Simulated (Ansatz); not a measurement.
Coupled-cluster run, C₆H₁₅FO₂Sn, SMILES `C[O][Sn]([F])([O]C)[C](C)(C)C`.

```yaml
crystal:
  periodic: [false, false, false]
  atoms:
    - {symbol: C, position_ang: [-1.603696, 1.040396, -2.923211]}
    - {symbol: O, position_ang: [-0.525276, 0.432011, -2.245197]}
    - {symbol: Sn, position_ang: [-0.626611, 0.058852, -0.338124]}
    - {symbol: F, position_ang: [-2.056513, -1.216367, -0.080354]}
    - {symbol: O, position_ang: [-1.342368, 1.683919, 0.476875]}
    - {symbol: C, position_ang: [-2.316510, 1.639150, 1.495243]}
    - {symbol: C, position_ang: [1.229414, -0.741186, 0.407484]}
    - {symbol: C, position_ang: [1.494645, -2.051364, -0.321227]}
    - {symbol: C, position_ang: [1.075712, -0.971489, 1.904421]}
    - {symbol: C, position_ang: [2.327030, 0.274538, 0.121282]}
    - {symbol: H, position_ang: [-1.949007, 1.951466, -2.421448]}
    - {symbol: H, position_ang: [-2.454902, 0.357511, -3.026341]}
    - {symbol: H, position_ang: [-1.260734, 1.311500, -3.925448]}
    - {symbol: H, position_ang: [-2.753052, 2.637667, 1.587958]}
    - {symbol: H, position_ang: [-1.880573, 1.370362, 2.466271]}
    - {symbol: H, position_ang: [-3.123081, 0.931031, 1.277308]}
    - {symbol: H, position_ang: [1.594684, -1.907465, -1.399605]}
    - {symbol: H, position_ang: [2.435463, -2.481054, 0.045431]}
    - {symbol: H, position_ang: [0.705005, -2.785734, -0.145545]}
    - {symbol: H, position_ang: [0.277646, -1.682620, 2.131185]}
    - {symbol: H, position_ang: [0.873451, -0.042948, 2.444562]}
    - {symbol: H, position_ang: [2.010445, -1.385973, 2.302350]}
    - {symbol: H, position_ang: [3.283668, -0.118653, 0.487735]}
    - {symbol: H, position_ang: [2.148284, 1.227110, 0.626424]}
    - {symbol: H, position_ang: [2.436875, 0.469342, -0.948031]}
basis:
  gaussian: {orbitals: def2-SVP}
correlation: {method: ccsd_t}
```

```sh
$ ansatz run in.yaml --threads 6 --pin off --events-out ev --progress --plain --backend cuda
```

Output of Ansatz, abridged:

```
Functional definition: HF
  name "HF"
  cite "Fock, Z. Phys. 61, 126 (1930) doi:10.1007/BF01340294"
  parent pbe
  exchange = exact_x
  correlation = 0
2374 factors; integrals over basis functions are off by at most 1.6e-3 eV
mean field evaluation 1: about -18988.7472 eV, gradient 5.6e1 eV
mean field evaluation 2: about -18989.0477 eV, gradient 5.7e1 eV
mean field evaluation 4: about -18996.3789 eV, gradient 5.8e0 eV
mean field evaluation 8: about -18996.5008 eV, gradient 1.1e-1 eV
mean field -18996.50091146 eV, -698.1085322052 hartree, gradient 1.5e-6 eV, S^2 0.000000; 0 other end points of the search recorded, 0 dependent functions left out
13 core orbitals not correlated: weight in the atoms' cores, before any rotation towards them, 1.000 or more for the frozen orbitals, at most 0.000 for the correlated occupied ones
reference -18996.50091146 eV, -698.1085322052 hartree; 36, 36 occupied and 178, 178 virtual orbitals, 2374 factors
second order -41.87540824 eV of doubles, -0.00000000 eV of singles
cycle   1  -43.04855185 eV  change    -1.2e0 eV  update   1.5e-1
cycle   2  -44.11234675 eV  change    -1.1e0 eV  update   4.6e-2
cycle   3  -44.41452568 eV  change   -3.0e-1 eV  update   2.5e-2
cycle   4  -44.41479647 eV  change   -2.7e-4 eV  update   5.7e-3
cycle   5  -44.41217843 eV  change    2.6e-3 eV  update   2.6e-3
cycle   6  -44.41313830 eV  change   -9.6e-4 eV  update   9.1e-4
cycle   7  -44.41269383 eV  change    4.4e-4 eV  update   3.6e-4
cycle   8  -44.41251267 eV  change    1.8e-4 eV  update   1.2e-4
cycle   9  -44.41253772 eV  change   -2.5e-5 eV  update   4.9e-5
perturbative correction -1.22978713 eV, -0.0451938433 hartree
Total energy: -19042.14323630 eV, -699.7858567059 hartree
```

Run time 7 s (6 threads of an AMD EPYC 7R13 on a shared host and a share of an NVIDIA H100 80 GB); peak host memory 0.84 GiB.

The correlation energy is -45.642 eV, 2.7 % of it from (T); the T1 diagnostic reads 0.0113.
